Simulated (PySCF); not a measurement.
**Electronic absorption of C3H6O2Si**

Compound: C3H6O2Si.
SMILES: `C=C1CO[Si@H]1O`

Computed with TDDFT CAM-B3LYP/def2-SVPD, vertical, gas phase, core orbitals frozen in the response in PySCF 2.14.0, density-fitted response routines. The structure is a single GFN2-xTB conformer in the gas phase; no vibrational or solvent corrections. Torsions of this conformer, `[CH2:1]=[C:2]1[CH2:3][O:4][Si@H:5]1[OH:6]`: H–O6–Si5–O4 37°.

Task: List the vertical singlet excitations with oscillator strengths and describe the spectrum.

Result: 

```json
{"state": "S1", "λ (nm)": "205.1", "E (eV)": "6.04", "f": "0.0029", "main configurations (H = HOMO, L = LUMO)": "H-1→L (72%), H→L (12%)"}
{"state": "S2", "λ (nm)": "184.8", "E (eV)": "6.71", "f": "0.189", "main configurations (H = HOMO, L = LUMO)": "H→L (74%), H-2→L (14%)"}
{"state": "S3", "λ (nm)": "173.8", "E (eV)": "7.14", "f": "0.059", "main configurations (H = HOMO, L = LUMO)": "H→L+2 (33%), H-2→L (28%), H→L+1 (12%)"}
{"state": "S4", "λ (nm)": "172.1", "E (eV)": "7.20", "f": "0.118", "main configurations (H = HOMO, L = LUMO)": "H-2→L (26%), H→L+2 (23%), H→L+1 (22%)"}
{"state": "S5", "λ (nm)": "167.2", "E (eV)": "7.42", "f": "0.035", "main configurations (H = HOMO, L = LUMO)": "H-1→L+2 (28%), H-3→L (22%), H→L+3 (18%)"}
{"state": "S6", "λ (nm)": "165.6", "E (eV)": "7.49", "f": "0.052", "main configurations (H = HOMO, L = LUMO)": "H-3→L (48%), H-2→L (11%), H→L+3 (9%)"}
{"state": "S7", "λ (nm)": "162.9", "E (eV)": "7.61", "f": "0.0045", "main configurations (H = HOMO, L = LUMO)": "H-1→L+1 (27%), H→L+2 (17%), H→L+1 (15%)"}
{"state": "S8", "λ (nm)": "159.1", "E (eV)": "7.79", "f": "0.0073", "main configurations (H = HOMO, L = LUMO)": "H-1→L+2 (33%), H-1→L+1 (26%), H→L+3 (24%)"}
```

Triplets (Tamm–Dancoff): T1 4.13 eV, H→L (66%), H→L+1 (9%), H-1→L (9%); T2 5.48 eV, H-1→L (74%); T3 6.63 eV, H-2→L (76%), H→L (13%).

The lowest singlet lies at 6.04 eV (205 nm, ultraviolet) and is very weak; its leading configuration is HOMO-1→LUMO (72%). The strongest level in the table is S2 at 6.71 eV (185 nm, f = 0.189). Löwdin shares by element: HOMO carbon 67%, oxygen 8% or more (atoms not listed hold the other 25%); LUMO carbon 50% or more, silicon 14%, oxygen 8% or more (atoms not listed hold the other 28%). Orbital energies (eV): HOMO-3 -10.65, HOMO-2 -10.02, HOMO-1 -9.54, HOMO -9.13, LUMO 0.38, LUMO+1 1.05, LUMO+2 1.41. Of the 8 states listed, 5 reach f = 0.01 and none stays under 0.0005. The oscillator strengths of these states sum to 0.467; summed over the whole spectrum of an exact calculation they would give the number of electrons, 54 (Thomas–Reiche–Kuhn). Singlets were solved by full linear response, triplets in the Tamm–Dancoff approximation.
